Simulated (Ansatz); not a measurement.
A geometry relaxed with PBE0-D3(BJ)/def2-SVP (Ansatz, a program for electronic structure), charge 0, multiplicity 1:

```xyz
23

H      4.4752    -0.7355     1.7242
Ge     3.0391     0.7771     0.2474
H     -2.9013     5.1459    -7.3323
H      1.8911     0.9812     1.2594
H      1.2001    -0.6211    -2.0977
H      3.9543     2.0185     0.3168
H     -1.4275     4.2819    -7.8570
H      1.6326     3.8545    -2.3901
Ge    -1.5515     4.3710    -5.3052
H      1.0681     2.4355    -5.7902
H      4.8845    -0.9749     0.0012
C      4.0579    -0.8297     0.7111
H     -0.4024     2.7046    -1.5392
H      3.4073    -1.7151     0.6785
C     -2.2532     4.2805    -7.1313
H     -0.7450     5.6739    -5.1160
Ge     2.0945     0.6330    -1.9831
Ge    -0.1145     2.4827    -4.7978
H     -2.8398     3.3610    -7.2684
H      3.2243     0.4832    -3.0255
H     -2.7183     4.3884    -4.2943
Ge     0.7668     2.5852    -2.5402
H     -0.9017     1.1642    -4.9647
```

Problem. Write the SMILES of this molecule.

Solution. `[CH3][GeH2][GeH2][GeH2][GeH2][GeH2][CH3]`
